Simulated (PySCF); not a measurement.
## UHF on Br⁺ (bromine, charge +1)

Configuration: [Ar] 3d10 4s2 4p4, high-spin 3P determinant. All numbers are calculated (PySCF 2.14, scalar relativity by spin-free X2C-1e, in cc-pVDZ-DK (5s4p2d, 27 functions)).

```
Total energy                                                  : -2603.903032 hartree
One-electron energy                                           : -3608.2713 hartree
Hartree (Coulomb) energy                                      : 1095.2834 hartree
Exchange energy                                               : -90.9151 hartree
⟨S²⟩                                                          : 2.0059
⟨L²⟩                                                          : 2.018
Sum of ⟨r⟩                                                    : 23.03 bohr
Sum of ⟨r²⟩                                                   : 31.96 bohr²
Traceless quadrupole moment −½Σ⟨3z² − r²⟩ along its main axis : -1.97 e·bohr²
Langevin diamagnetic susceptibility                           : -25.3 ×10⁻⁶ cm³/mol
Time after the integrals                                      : 0.07 s of wall time on 1 thread of AMD EPYC 7R13 Processor (shared host)
```

```csv
shell,electrons,mean orbital energy (hartree),spread (hartree),"rms radius, mean of both spins (bohr)"
1s α,1,-498.60569,0,0.0492
1s β,1,-498.59603,0,0.0492
2s α,1,-67.51735,0,0.205
2s β,1,-67.51154,0,0.205
2p α,3,-59.42381,0.00848,0.183
2p β,3,-59.41245,0.00363,0.183
3s α,1,-10.62143,0,0.588
3s β,1,-10.60217,0,0.588
3p α,3,-7.97625,0.02737,0.607
3p β,3,-7.95083,0.00167,0.607
3d α,5,-3.57229,0.02637,0.651
3d β,5,-3.55820,0.01492,0.651
4s α,1,-1.49574,0,1.78
4s β,1,-1.27168,0,1.78
4p α,3,-0.86618,0.06990,2.13
4p β,1,-0.77220,0,2.13
```

Densities and radii are taken from the X2C orbitals without a picture-change correction, which distorts them close to the nucleus.
